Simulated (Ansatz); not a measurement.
Born–Oppenheimer molecular dynamics of ClH$_{5}$InNSi (9 atoms, charge 0, multiplicity 1). It starts at the highest image of a converged band, a first-order saddle point between two minima.

All numbers below come from Ansatz 0.2.0, RKS PBE-D4/def2-SVP.

```
ensemble                      : NVE (velocity Verlet)
time step                     : 0.5 fs
steps asked                   : 200
starting velocities drawn for : 100 K
seed                          : 10550
```

Frames 0.5 fs apart, positions in Å, forces in eV/Å.

Velocities at 30.0 fs (Å/ps):

```
In 0.46 -0.06 0.56
Si -0.72 -2.58 -0.20
N 2.09 0.69 -1.37
H 6.38 -3.36 9.85
Cl -1.94 1.89 -0.98
H 2.65 -1.96 -0.14
H -0.62 -4.69 -0.49
H 2.32 13.96 -7.58
H -4.19 -1.60 -6.00
```

```xyz
9
Properties=species:S:1:pos:R:3:forces:R:3 time_fs=30.0 energy_less_start_eV=0.031 T=66
In -1.509 -1.340 -1.717 0.10 0.08 0.03
Si 0.761 -0.192 0.854 -0.19 -0.16 0.36
N 0.360 -0.689 -0.756 -0.07 -0.20 -0.04
H -1.130 1.545 -0.357 0.11 -0.07 0.09
Cl -2.275 1.690 -0.969 -0.09 0.00 -0.05
H -0.346 0.774 1.257 0.05 0.01 0.06
H 2.061 0.576 0.902 0.03 -0.03 0.12
H 0.797 -1.275 1.974 0.05 0.43 -0.43
H 1.173 -1.141 -1.200 0.01 -0.06 -0.13
9
Properties=species:S:1:pos:R:3:forces:R:3 time_fs=30.5 energy_less_start_eV=0.025 T=72
In -1.509 -1.340 -1.717 0.09 0.09 0.03
Si 0.760 -0.193 0.854 -0.16 -0.09 0.27
N 0.361 -0.688 -0.757 -0.11 -0.19 -0.03
H -1.127 1.544 -0.352 -0.04 -0.06 0.01
Cl -2.276 1.690 -0.970 0.07 -0.02 0.04
H -0.344 0.773 1.257 0.03 0.02 0.06
H 2.061 0.574 0.902 0.04 -0.02 0.12
H 0.798 -1.267 1.969 0.04 0.34 -0.35
H 1.171 -1.142 -1.203 0.04 -0.06 -0.13
9
Properties=species:S:1:pos:R:3:forces:R:3 time_fs=31.0 energy_less_start_eV=0.021 T=76
In -1.508 -1.340 -1.717 0.09 0.09 0.03
Si 0.760 -0.194 0.854 -0.13 0.00 0.17
N 0.362 -0.688 -0.758 -0.15 -0.19 -0.03
H -1.123 1.542 -0.347 -0.19 -0.04 -0.07
Cl -2.277 1.691 -0.970 0.22 -0.04 0.12
H -0.343 0.772 1.257 0.01 0.03 0.05
H 2.061 0.571 0.902 0.04 -0.01 0.11
H 0.799 -1.259 1.964 0.04 0.23 -0.26
H 1.169 -1.143 -1.207 0.06 -0.07 -0.13
9
Properties=species:S:1:pos:R:3:forces:R:3 time_fs=31.5 energy_less_start_eV=0.020 T=78
In -1.508 -1.340 -1.716 0.09 0.09 0.03
Si 0.760 -0.195 0.854 -0.10 0.09 0.06
N 0.363 -0.688 -0.758 -0.18 -0.20 -0.03
H -1.121 1.540 -0.342 -0.33 -0.02 -0.14
Cl -2.278 1.692 -0.971 0.36 -0.06 0.19
H -0.341 0.771 1.258 0.00 0.05 0.05
H 2.061 0.569 0.902 0.05 0.00 0.11
H 0.801 -1.250 1.958 0.03 0.12 -0.15
H 1.167 -1.144 -1.211 0.08 -0.07 -0.12
9
Properties=species:S:1:pos:R:3:forces:R:3 time_fs=32.0 energy_less_start_eV=0.021 T=77
In -1.508 -1.340 -1.716 0.09 0.10 0.03
Si 0.759 -0.197 0.854 -0.07 0.20 -0.06
N 0.364 -0.688 -0.759 -0.19 -0.21 -0.05
H -1.119 1.538 -0.337 -0.44 -0.01 -0.20
Cl -2.279 1.693 -0.971 0.47 -0.08 0.26
H -0.340 0.770 1.258 -0.02 0.06 0.05
H 2.061 0.567 0.903 0.05 0.00 0.11
H 0.802 -1.241 1.952 0.03 -0.01 -0.03
H 1.165 -1.145 -1.215 0.08 -0.06 -0.11
9
Properties=species:S:1:pos:R:3:forces:R:3 time_fs=32.5 energy_less_start_eV=0.024 T=74
In -1.508 -1.340 -1.716 0.09 0.10 0.03
Si 0.759 -0.198 0.854 -0.04 0.32 -0.19
N 0.365 -0.687 -0.760 -0.19 -0.22 -0.06
H -1.118 1.536 -0.333 -0.52 0.00 -0.25
Cl -2.280 1.694 -0.971 0.56 -0.10 0.30
H -0.338 0.770 1.258 -0.04 0.07 0.04
H 2.061 0.564 0.904 0.05 0.01 0.10
H 0.804 -1.232 1.946 0.02 -0.15 0.10
H 1.164 -1.147 -1.219 0.07 -0.04 -0.08
9
Properties=species:S:1:pos:R:3:forces:R:3 time_fs=33.0 energy_less_start_eV=0.028 T=69
In -1.508 -1.340 -1.716 0.09 0.10 0.03
Si 0.758 -0.199 0.853 -0.01 0.44 -0.32
N 0.366 -0.687 -0.760 -0.19 -0.24 -0.08
H -1.118 1.534 -0.330 -0.57 0.01 -0.28
Cl -2.281 1.695 -0.972 0.61 -0.11 0.33
H -0.337 0.769 1.259 -0.05 0.08 0.04
H 2.061 0.562 0.905 0.05 0.02 0.10
H 0.805 -1.223 1.940 0.02 -0.29 0.23
H 1.163 -1.149 -1.224 0.05 -0.02 -0.05
9
Properties=species:S:1:pos:R:3:forces:R:3 time_fs=33.5 energy_less_start_eV=0.034 T=63
In -1.507 -1.340 -1.715 0.08 0.10 0.03
Si 0.758 -0.200 0.853 0.02 0.56 -0.44
N 0.367 -0.687 -0.761 -0.18 -0.27 -0.11
H -1.120 1.531 -0.327 -0.59 0.02 -0.29
Cl -2.281 1.696 -0.972 0.63 -0.11 0.35
H -0.336 0.769 1.260 -0.06 0.08 0.03
H 2.062 0.559 0.907 0.05 0.03 0.09
H 0.807 -1.215 1.935 0.02 -0.42 0.36
H 1.161 -1.150 -1.228 0.03 0.00 -0.02
9
Properties=species:S:1:pos:R:3:forces:R:3 time_fs=34.0 energy_less_start_eV=0.039 T=57
In -1.507 -1.340 -1.715 0.08 0.10 0.03
Si 0.758 -0.202 0.853 0.04 0.68 -0.55
N 0.368 -0.687 -0.762 -0.16 -0.29 -0.14
H -1.123 1.530 -0.325 -0.58 0.02 -0.29
Cl -2.282 1.697 -0.973 0.62 -0.12 0.35
H -0.335 0.769 1.261 -0.06 0.08 0.02
H 2.062 0.557 0.908 0.05 0.03 0.09
H 0.809 -1.208 1.930 0.01 -0.54 0.47
H 1.160 -1.152 -1.233 0.00 0.03 0.01
9
Properties=species:S:1:pos:R:3:forces:R:3 time_fs=34.5 energy_less_start_eV=0.044 T=52
In -1.507 -1.341 -1.715 0.08 0.10 0.03
Si 0.757 -0.203 0.853 0.07 0.77 -0.64
N 0.369 -0.687 -0.763 -0.15 -0.32 -0.16
H -1.127 1.528 -0.324 -0.54 0.02 -0.27
Cl -2.283 1.698 -0.973 0.58 -0.11 0.33
H -0.334 0.769 1.261 -0.07 0.08 0.02
H 2.063 0.555 0.910 0.04 0.03 0.08
H 0.811 -1.202 1.927 0.01 -0.63 0.56
H 1.159 -1.153 -1.238 -0.03 0.05 0.05
9
Properties=species:S:1:pos:R:3:forces:R:3 time_fs=35.0 energy_less_start_eV=0.047 T=49
In -1.506 -1.341 -1.714 0.08 0.10 0.03
Si 0.757 -0.204 0.853 0.09 0.85 -0.70
N 0.369 -0.687 -0.763 -0.14 -0.33 -0.18
H -1.133 1.526 -0.323 -0.46 0.02 -0.23
Cl -2.284 1.699 -0.973 0.51 -0.11 0.29
H -0.333 0.770 1.262 -0.07 0.07 0.01
H 2.064 0.552 0.912 0.03 0.04 0.07
H 0.812 -1.198 1.925 0.00 -0.71 0.63
H 1.158 -1.155 -1.242 -0.04 0.07 0.08
9
Properties=species:S:1:pos:R:3:forces:R:3 time_fs=35.5 energy_less_start_eV=0.048 T=48
In -1.506 -1.341 -1.714 0.08 0.10 0.03
Si 0.756 -0.205 0.853 0.11 0.89 -0.73
N 0.370 -0.687 -0.764 -0.13 -0.35 -0.19
H -1.140 1.524 -0.323 -0.36 0.01 -0.18
Cl -2.284 1.700 -0.974 0.41 -0.09 0.23
H -0.332 0.770 1.263 -0.06 0.06 0.00
H 2.064 0.550 0.915 0.03 0.04 0.07
H 0.814 -1.195 1.924 0.00 -0.75 0.66
H 1.157 -1.156 -1.247 -0.06 0.09 0.10
```

Of the whole run (100 fs, mean temperature of the second half 59 K): The conserved energy stayed within 0.049 meV per atom of its start (net change 0.033 meV per atom), so the integration is sound. A run of 0.1 ps of so small a system gives no equilibrium averages. The orbitals stay closed-shell, which can raise the energy where a bond breaks towards radicals; this wasn't checked here.

Time of the run: 4.1 min on 2 threads of Intel(R) Xeon(R) Platinum 8488C (Sapphire Rapids), with other jobs on the host, peak memory 0.16 GiB.
